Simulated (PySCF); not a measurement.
CHOS (SMILES [OH+]=C=S), charge +1, singlet, at a GFN2-xTB geometry; PBE/cc-pVDZ (PySCF).

Here is a job for PySCF.
```python
from pyscf import gto, scf, dft

mol = gto.M(
    atom='''
O    -0.051685    0.007582   -1.622180
C     0.028890   -0.021204   -0.402282
S    -0.022332    0.026657    1.103045
H     0.597450   -0.359945   -2.257586
''',
    basis='cc-pvdz',
    charge=1,
    spin=0,
    verbose=4,
)

mf = dft.RKS(mol)
mf.xc = 'pbe'
mf.kernel()
mf.analyze()
```

Task: What does PySCF print? Leave out banner, timings and long lists.

Result: 
```
PySCF version 2.14.0

[INPUT] verbose = 4
[INPUT] num. atoms = 4
[INPUT] num. electrons = 30
[INPUT] charge = 1
[INPUT] spin (= nelec alpha-beta = 2S) = 0
[INPUT] symmetry False subgroup None
[INPUT] Mole.unit = angstrom
[INPUT] Symbol           X                Y                Z      unit          X                Y                Z       unit  Magmom
[INPUT]  1 O     -0.051685000000   0.007582000000  -1.622180000000 AA   -0.097670494748   0.014327903476  -3.065475924747 Bohr   0.0
[INPUT]  2 C      0.028890000000  -0.021204000000  -0.402282000000 AA    0.054594187739  -0.040069752745  -0.760202804842 Bohr   0.0
[INPUT]  3 S     -0.022332000000   0.026657000000   1.103045000000 AA   -0.042201363814   0.050374429303   2.084452953071 Bohr   0.0
[INPUT]  4 H      0.597450000000  -0.359945000000  -2.257586000000 AA    1.129016873121  -0.680197469907  -4.266219242652 Bohr   0.0

nuclear repulsion = 87.7284905938305
number of shells = 18
number of NR pGTOs = 100
number of NR cGTOs = 51
basis = cc-pvdz
ecp = {}

******** <class 'pyscf.dft.rks.RKS'> ********
method = RKS
initial guess = minao
damping factor = 0
level_shift factor = 0
DIIS = <class 'pyscf.scf.diis.CDIIS'>
diis_start_cycle = 1
diis_space = 8
diis_damp = 0
SCF conv_tol = 1e-09
SCF conv_tol_grad = None
SCF max_cycles = 50
direct_scf = True
direct_scf_tol = 1e-13
XC library pyscf.dft.libxc version 7.1.2
    S. Lehtola, C. Steigemann, M. J. T. Oliveira, and M. A. L. Marques,  SoftwareX 7, 1–5 (2018)
XC functionals = pbe
    J. P. Perdew, K. Burke, and M. Ernzerhof,  Phys. Rev. Lett. 77, 3865 (1996)
    J. P. Perdew, K. Burke, and M. Ernzerhof,  Phys. Rev. Lett. 78, 1396 (1997)
    J. P. Perdew, K. Burke, and M. Ernzerhof,  Phys. Rev. Lett. 77, 3865 (1996)
    J. P. Perdew, K. Burke, and M. Ernzerhof,  Phys. Rev. Lett. 78, 1396 (1997)
radial grids:
    Treutler-Ahlrichs [JCP 102, 346 (1995); DOI:10.1063/1.469408] (M4) radial grids

becke partition: Becke, JCP 88, 2547 (1988); DOI:10.1063/1.454033
pruning grids: <function nwchem_prune>
grids dens level: 3
symmetrized grids: False
atomic radii adjust function: <function treutler_atomic_radii_adjust>
small_rho_cutoff = 0
Set gradient conv threshold to 3.16228e-05
Initial guess from minao.
tot grids = 56888
init E= -512.368570721112
  HOMO = -0.320131654593295  LUMO = -0.112580031916219  gap/eV = 5.64777
cycle= 1 E= -511.446391105983  delta_E= 0.922  |g|= 0.512  |ddm|=  2.2
  HOMO = -0.522618760674794  LUMO = -0.379247733306099  gap/eV = 3.90132
cycle= 2 E= -511.213697037902  delta_E= 0.233  |g|=  1.2  |ddm|= 0.952
  HOMO = -0.53601410596379  LUMO = -0.354187753413932  gap/eV = 4.94775
cycle= 3 E= -511.498650868122  delta_E= -0.285  |g|= 0.0762  |ddm|= 0.698
  HOMO = -0.540681358826588  LUMO = -0.358473742790854  gap/eV = 4.95812
cycle= 4 E= -511.499673876872  delta_E= -0.00102  |g|= 0.0412  |ddm|= 0.0811
  HOMO = -0.539191079585206  LUMO = -0.355883387820686  gap/eV = 4.98806
cycle= 5 E= -511.499796594669  delta_E= -0.000123  |g|= 0.035  |ddm|= 0.0582
  HOMO = -0.53770688473293  LUMO = -0.355229281967108  gap/eV = 4.96547
cycle= 6 E= -511.500158272825  delta_E= -0.000362  |g|= 0.00274  |ddm|= 0.0283
  HOMO = -0.538037979350861  LUMO = -0.355523912672921  gap/eV = 4.96646
cycle= 7 E= -511.500159894775  delta_E= -1.62e-06  |g|= 0.000702  |ddm|= 0.00211
  HOMO = -0.538012392552047  LUMO = -0.355506783048084  gap/eV = 4.96623
cycle= 8 E= -511.500160050522  delta_E= -1.56e-07  |g|= 8.95e-05  |ddm|= 0.000679
  HOMO = -0.538005787378776  LUMO = -0.355501106344737  gap/eV = 4.96621
cycle= 9 E= -511.500160052888  delta_E= -2.37e-09  |g|= 2.55e-05  |ddm|= 0.0001
  HOMO = -0.538007697594785  LUMO = -0.355502196178067  gap/eV = 4.96623
cycle= 10 E= -511.500160053098  delta_E= -2.1e-10  |g|= 3.1e-06  |ddm|= 2.27e-05
  HOMO = -0.538007770483862  LUMO = -0.355501999784588  gap/eV = 4.96623
Extra cycle  E= -511.500160053066  delta_E= 3.18e-11  |g|= 1.09e-05  |ddm|= 1.08e-05
converged SCF energy = -511.500160053066
**** SCF Summaries ****
Total Energy =                        -511.500160053066281
Nuclear Repulsion Energy =              87.728490593830472
One-electron Energy =                 -869.772225531852314
Two-electron Energy =                  270.543574884955547
Two-electron Coulomb Energy =          309.980561464962364
DFT Exchange-Correlation Energy =      -39.436986580006845
HOMO-LUMO gap [eV] =                     4.966234977375553
**** MO energy ****
MO #1   energy= -88.3769583552866  occ= 2
MO #2   energy= -19.1518108938091  occ= 2
MO #3   energy= -10.3197260206239  occ= 2
MO #4   energy= -7.98904058777461  occ= 2
MO #5   energy= -6.0109724851606   occ= 2
MO #6   energy= -6.00678015080185  occ= 2
MO #7   energy= -6.00483972408382  occ= 2
MO #8   energy= -1.34593608784626  occ= 2
MO #9   energy= -1.03400004193826  occ= 2
MO #10  energy= -0.914684592481433 occ= 2
MO #11  energy= -0.71623528150903  occ= 2
MO #12  energy= -0.695043252093621 occ= 2
MO #13  energy= -0.681286843412694 occ= 2
MO #14  energy= -0.554017408681864 occ= 2
MO #15  energy= -0.538007770483862 occ= 2
MO #16  energy= -0.355501999784588 occ= 0
MO #17  energy= -0.330571329951598 occ= 0
MO #18  energy= -0.244628615023965 occ= 0
MO #19  energy= -0.16533098022792  occ= 0
MO #20  energy= -0.0434130680259295 occ= 0
MO #21  energy= 0.138990670733318  occ= 0
MO #22  energy= 0.170729674395134  occ= 0
MO #23  energy= 0.175109375921265  occ= 0
 ** Mulliken pop on meta-lowdin orthogonal AOs  **
 ** Mulliken pop  **
 ** Mulliken atomic charges  **
charge of    0O =     -0.16980
charge of    1C =      0.23212
charge of    2S =      0.49822
charge of    3H =      0.43946

WARN: System has nonzero charge 1; the dipole moment is origin-dependent.
Location of origin: [0. 0. 0.]

Dipole moment(X, Y, Z, Debye):  1.32606, -0.76338, -2.26953
```
